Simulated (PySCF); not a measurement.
**How methods differ on the interval between two levels of Co⁺**

Co⁺ [Ar] 3d8 [3F4, M_J = 4] → Co⁺ [Ar] 3d7 4p1 [5G6, M_J = 6], as a difference of total energies. Calculation: PySCF 2.14, in x2c-TZVPall-2c with one added diffuse shell each of s, p, d type (7s8p5d1f, 63 functions); the two-component X2C-1e Hamiltonian. Correlated levels: [Ne] frozen; the 6 highest virtual spinors dropped. "Screened" scales the spin-orbit matrix elements by Boettger's factors to mimic the two-electron term; Breit and QED terms are absent.

```tsv
method	interval between two levels (cm⁻¹)	error (cm⁻¹)
GHF (spin-free)	28577	-18501
GMP2 (spin-free)	49277	+2198
GHF (screened spin-orbit)	28659	-18420
GMP2 (screened spin-orbit)	49391	+2313
```

Reference: 47078 cm⁻¹ (measured; NIST Handbook of Basic Atomic Spectroscopic Data (Sansonetti and Martin, J. Phys. Chem. Ref. Data 34, 1559 (2005))).

Errors of the correlated levels include the incompleteness of this basis and the frozen core.

The labels give the starting determinants; with spin-orbit coupling the two ends relaxed to ⟨J²⟩ = 20.01, ⟨L²⟩ = 12.01, ⟨S²⟩ = 2.01 and ⟨J²⟩ = 42.01, ⟨L²⟩ = 20.03, ⟨S²⟩ = 5.99.
